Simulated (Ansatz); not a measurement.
Total energies of the cluster Ba6O5 from Ansatz at PBE-D4/def2-TZVP, gas phase (1 Eh = 27.2114 eV = 2625.5 kJ/mol). The reference geometry is relaxed at PBE-D4/def2-SVP.

```xyz
11

Ba    2.4054   -1.1310   -1.5339
Ba    1.6401    2.5916   -0.0775
Ba   -1.9709    1.0662    1.4326
Ba   -1.2716   -2.3328    0.1038
Ba    1.7510   -0.5979    2.4476
Ba   -1.3730    0.5791   -2.2024
O    -2.6082   -0.3890   -0.3766
O     2.4509    0.3649    0.3534
O    -0.6079    2.0526   -0.3746
O    -0.5067   -0.8582    1.9312
O     0.0909   -1.3457   -1.7036
```

| state | geometry | energy (Eh) |
| --- | --- | --- |
| charge 0 singlet | reference | -529.60523 |
| charge 1 doublet | reference | -529.47902 |
| charge -1 doublet | reference | -529.62145 |
| charge 0 triplet | relaxed at PBE-D4/def2-SVP | -529.59089 |
| charge 0 quintet | relaxed at PBE-D4/def2-SVP | -529.49585 |
| free Ba atom (singlet) | – | -25.46690 |
| free O atom (triplet) | – | -75.00967 |

In the def2 sets Ba takes a core potential; there is no spin–orbit coupling.

Q: Work out the vertical ionisation energy to the doublet.

A: E(charge 1 doublet) − E(charge 0 singlet) = -529.47902 − (-529.60523) = 0.12621 Eh = 3.43 eV. For comparison, −ε of the highest occupied level is 2.12 eV at this level, 1.31 eV less.

Q: Work out the vertical electron affinity, to the doublet.

A: E(charge 0 singlet) − E(charge -1 doublet) = -529.60523 − (-529.62145) = 0.01622 Eh = 0.44 eV. The basis lacks diffuse functions, which makes affinities too small.

Q: Give the fundamental gap IE − EA, the Mulliken electronegativity (IE + EA)/2 and the hardness (IE − EA)/2.

A: From the values in Eh: IE − EA = 0.12621 − 0.01622 = 0.10999 Eh = 2.99 eV; (IE + EA)/2 = 1.94 eV; (IE − EA)/2 = 1.50 eV. The HOMO–LUMO gap of the same run is 0.71 eV, 2.28 eV smaller than the fundamental gap.

Q: Which of the charge 0 states is lowest, and how far above it are the others?

A: The singlet. triplet: -529.59089 − (-529.60523) = 0.01434 Eh = 37.6 kJ/mol; quintet: -529.49585 − (-529.60523) = 0.10938 Eh = 287.2 kJ/mol.

Q: What is the binding energy per atom against free atoms?

A: Atoms: 6 × (-25.46690) + 5 × (-75.00967) = -527.84975 Eh. Binding: -527.84975 − (-529.60523) = 1.75548 Eh = 47.77 eV, or 4.34 eV for each of 11 atoms (no zero-point energy, no counterpoise term).

The restricted singlet is unstable towards broken spin symmetry in Hartree–Fock (as tested in another run); at PBE-D4/def2-TZVP this wasn't settled. At PBE-D4/def2-TZVP the charge -1 doublet is spin-contaminated (final ⟨S²⟩ up to 0.98, 0.75 for a pure state). At PBE-D4/def2-TZVP the highest occupied level of the charge -1 doublet lies above zero (up to 0.56 eV). By energy differences its removal costs 0.44 eV (vertical, to the charge 0 singlet, at PBE-D4/def2-TZVP); self-interaction error and the lack of diffuse functions both raise the level.  

The structure comes from a short search, and lower isomers may exist.
